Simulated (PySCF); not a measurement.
chlorocyclobutane (C4H7Cl), SMILES ClC1CCC1.

Coordinates come from a r2SCAN-D4/def2-SVP optimisation.

Calculation: TDDFT-LC-ωPBE/def2-SVPD (PySCF).

Vertical excitations. The molecule is in vacuum. State labels are in the subgroup Cs.

Task: List the lowest excited states. (An estimate is asked for; the answer gives what the named calculation found.)

Result: 
```json
[
 {"state": "S1", "symmetry": "A'", "energy (eV)": "7.57", "λ (nm)": "164", "f": "0.003", "main pairs": "HOMO→LUMO+1 37 %, HOMO→LUMO 25 %, HOMO→LUMO+9 10 %, HOMO→LUMO+2 8 %"},
 {"state": "S2", "symmetry": "A\"", "energy (eV)": "7.58", "λ (nm)": "164", "f": "0.001", "main pairs": "HOMO−1→LUMO+1 37 %, HOMO−1→LUMO 26 %, HOMO−1→LUMO+2 9 %, HOMO−1→LUMO+9 9 %"},
 {"state": "S3", "symmetry": "A'", "energy (eV)": "8.87", "λ (nm)": "140", "f": "0.030", "main pairs": "HOMO→LUMO+1 46 %, HOMO→LUMO 19 %, HOMO→LUMO+4 15 %"},
 {"state": "S4", "symmetry": "A\"", "energy (eV)": "8.96", "λ (nm)": "138", "f": "0.080", "main pairs": "HOMO−1→LUMO+1 45 %, HOMO−1→LUMO+4 21 %, HOMO−1→LUMO 17 %"},
 {"state": "S5", "symmetry": "A'", "energy (eV)": "9.39", "λ (nm)": "132", "f": "0.092", "main pairs": "HOMO→LUMO+2 53 %, HOMO→LUMO+4 11 %, HOMO−4→LUMO 11 %, HOMO−4→LUMO+1 8 %"},
 {"state": "S6", "symmetry": "A'", "energy (eV)": "9.45", "λ (nm)": "131", "f": "0.045", "main pairs": "HOMO→LUMO+4 23 %, HOMO−4→LUMO 21 %, HOMO→LUMO 20 %, HOMO−2→LUMO 17 %"},
 {"state": "S7", "symmetry": "A\"", "energy (eV)": "9.46", "λ (nm)": "131", "f": "0.008", "main pairs": "HOMO−1→LUMO+2 50 %, HOMO−1→LUMO+4 26 %"},
 {"state": "S8", "symmetry": "A\"", "energy (eV)": "9.58", "λ (nm)": "129", "f": "0.008", "main pairs": "HOMO−3→LUMO 62 %, HOMO−1→LUMO 10 %"},
 {"state": "S9", "symmetry": "A'", "energy (eV)": "9.65", "λ (nm)": "128", "f": "0.051", "main pairs": "HOMO−2→LUMO 55 %, HOMO−1→LUMO+3 13 %"},
 {"state": "S10", "symmetry": "A\"", "energy (eV)": "9.80", "λ (nm)": "126", "f": "0.000", "main pairs": "HOMO→LUMO+3 74 %"},
 {"state": "T1", "symmetry": "A'", "energy (eV)": "6.82", "λ (nm)": "182", "f": "0", "main pairs": "HOMO→LUMO+1 32 %, HOMO→LUMO 22 %, HOMO→LUMO+9 11 %, HOMO→LUMO+5 9 %"},
 {"state": "T2", "symmetry": "A\"", "energy (eV)": "6.84", "λ (nm)": "181", "f": "0", "main pairs": "HOMO−1→LUMO+1 34 %, HOMO−1→LUMO 21 %, HOMO−1→LUMO+9 13 %, HOMO−1→LUMO+2 9 %"},
 {"state": "T3", "symmetry": "A'", "energy (eV)": "8.50", "λ (nm)": "146", "f": "0", "main pairs": "HOMO−4→LUMO+1 19 %, HOMO−4→LUMO 16 %, HOMO−2→LUMO+1 8 %, HOMO−2→LUMO 7 %"},
 {"state": "T4", "symmetry": "A'", "energy (eV)": "8.60", "λ (nm)": "144", "f": "0", "main pairs": "HOMO→LUMO+1 45 %, HOMO→LUMO 17 %, HOMO→LUMO+4 13 %"}
]
```
Triplets are in the Tamm–Dancoff approximation, which puts them higher than full response would, so one can lie above its singlet here.
